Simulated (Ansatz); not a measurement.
Born–Oppenheimer molecular dynamics of CH$_{5}$GaO (8 atoms, charge 0, multiplicity 1). It starts at the highest image of a converged band. Of that band: The profile has 2 maxima (images 1, 4) with wells between them (image 2): this band takes more than one step, which may be the mechanism or a detour left from its start path. A structure lower than the first end lies on the path between it and the top, so the climb from that side starts below the end, which may itself be a saddle point or a shallow side well. Neighbouring images differ by up to 2.9 eV, so the band resolves the path poorly. A vibrational analysis at the climbing image gives one clearly imaginary mode, 1174i cm⁻¹: a first-order saddle point.

These are results of RKS PBE-D4/def2-SVP (Ansatz 0.2.0), not measurements.

```yaml
ensemble: NVE (velocity Verlet)
time_step: 0.5 fs
steps_asked: 200
starting_velocities_drawn_for: 300 K
seed: 5189
```

First frame:

```xyz
8
Properties=species:S:1:pos:R:3
Ga 0.377 -0.304 -0.442
C 1.176 -0.063 1.649
H 0.630 -0.883 2.163
H 2.243 -0.081 1.944
H 0.733 0.928 1.891
H 1.861 -0.449 -0.067
O -1.334 0.036 0.005
H -1.879 -0.031 -0.803
```

Task: How far do the bonds stretch over the last three quarters of this one trajectory? (Pairs bonded in most of those frames.)

Result: 
```tsv
bond	mean (Å)	spread (Å)	shortest	longest
Ga1–O7	1.834	0.070	1.73	1.94
C2–H3	1.114	0.039	1.04	1.19
C2–H4	1.115	0.023	1.06	1.16
C2–H5	1.111	0.033	1.05	1.17
O7–H8	0.976	0.020	0.94	1.01
```

Pairs bonded in part of these frames only: Ga1–C2 19 %, Ga1–H6 16 %, C2–H6 46 %.

Mean temperature of the second half: 2644 K. The conserved energy stayed within 4.2 meV per atom of its start (net change -1.6 meV per atom), so there is no drift, though single steps change it by up to 40 meV in the whole system, a sign of fast motions only just resolved. The kinetic energy rose, since the run started high on the potential surface and went downhill. It ends in pieces (CH4 + GaHO), so much of that is their flight and rotation, not heat. A run of 0.1 ps of so small a system gives no equilibrium averages. The orbitals stay closed-shell, which can raise the energy where a bond breaks towards radicals; this wasn't checked here.

The run took 3.3 min on 2 threads of Intel(R) Xeon(R) 6975P-C (Granite Rapids), on a shared host, peak memory 0.13 GiB.
